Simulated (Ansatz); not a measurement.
K₂Te⁻. Charge -1, multiplicity 2. Geometry PBE-D4/def2-TZVP, that of the neutral singlet; atoms count from 1.

```csv
atom,x (Å),y (Å),z (Å)
K1,1.152,2.121,-1.228
K2,-1.898,-1.360,1.372
Te3,0.746,-0.762,-0.144
```

In the def2 sets Te takes a core potential; there is no spin–orbit coupling. The highest occupied level of the charge -1 doublet lies above zero (up to 0.28 eV). By energy differences its removal costs 0.46 eV (vertical, to the charge 0 singlet, at PBE0-D4/def2-TZVPD); a positive level beside a positive removal energy at the same level points to self-interaction error. The structure comes from a short search, and lower isomers may exist.

Estimate the Mulliken populations from the PBE0/def2-TZVPD orbitals of Ansatz.


```json
{"atom": "K1", "charge (e)": "0.15", "spin (α − β)": "0.52"}
{"atom": "K2", "charge (e)": "0.15", "spin (α − β)": "0.52"}
{"atom": "Te3", "charge (e)": "-1.31", "spin (α − β)": "-0.03"}
```
Mulliken values and Mayer orders depend strongly on the basis. With diffuse functions, as here, like atoms can get unlike values, and bond orders can come out too low or too high.

Where does the spin sit?

Summed by element: K 1.03, Te -0.03, of 1 unpaired in all. Largest on single atoms: K1 0.52, K2 0.52, Te3 -0.03.

And the Mayer bond orders between bonded heavy atoms (over 0.3)?

K1–Te3 0.46 (3.11 Å); K2–Te3 0.46 (3.11 Å). Values over 0.3 also appear between atoms too far apart for a bond (K1–K2 0.56 at 5.31 Å); they arise where an orbital or an unpaired electron spreads over both atoms.
